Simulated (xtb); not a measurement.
W(NH)2(F)(OSiH3) (FH5N2OSiW), SMILES [O]([SiH3])[W](=[NH])(=[NH])[F], multiplicity 1. All values are semi-empirical tight-binding results from xtb (GFN2-xTB unless named), good for trends rather than for accurate numbers. Coordinates come from a GFN2-xTB optimisation. The multiplicity is an assumed one; other spin states were not compared. The values are those of a single conformer.

Optimised geometry:

Bond lengths (Å): W1–N2 1.794, W1–N4 1.794, W1–F6 1.899, W1–O7 1.922, N2–H3 1.023, N4–H5 1.023, O7–Si8 1.619, Si8–H9 1.475, Si8–H10 1.474, Si8–H11 1.470. Bond angles (°): N2–W1–N4 112.9, N2–W1–F6 111.6, N2–W1–O7 108.9, N4–W1–F6 111.5, N4–W1–O7 108.9, F6–W1–O7 102.4, W1–N2–H3 168.1, W1–N4–H5 168.1, W1–O7–Si8 157.1, O7–Si8–H9 107.9, O7–Si8–H10 108.3, O7–Si8–H11 106.4, H9–Si8–H10 112.1, H9–Si8–H11 111.1, H10–Si8–H11 110.8.
Charge 0, spin multiplicity 1.

For metal compounds this method's bond lengths and energies can be far off.

Computed properties:
```json
{
 "orbital_gap": "2.42 eV",
 "zero_point_energy": "33.5 kcal/mol",
 "G − E(el) at 298.15 K (modified RRHO)": "10.0 kcal/mol"
}
```

Task: Give the atomic charges and the Wiberg bond orders between heavy atoms. (The exact figures need the calculation; the answer reports its results.)

Result: charges (e) W1 1.10, N2 -0.52, H3 0.19, N4 -0.52, H5 0.19, F6 -0.33, O7 -0.47, Si8 0.52, H9 -0.05, H10 -0.06, H11 -0.06. Bond orders W1–N2 2.18, W1–N4 2.18, W1–F6 0.98, W1–O7 1.12, O7–Si8 1.03.
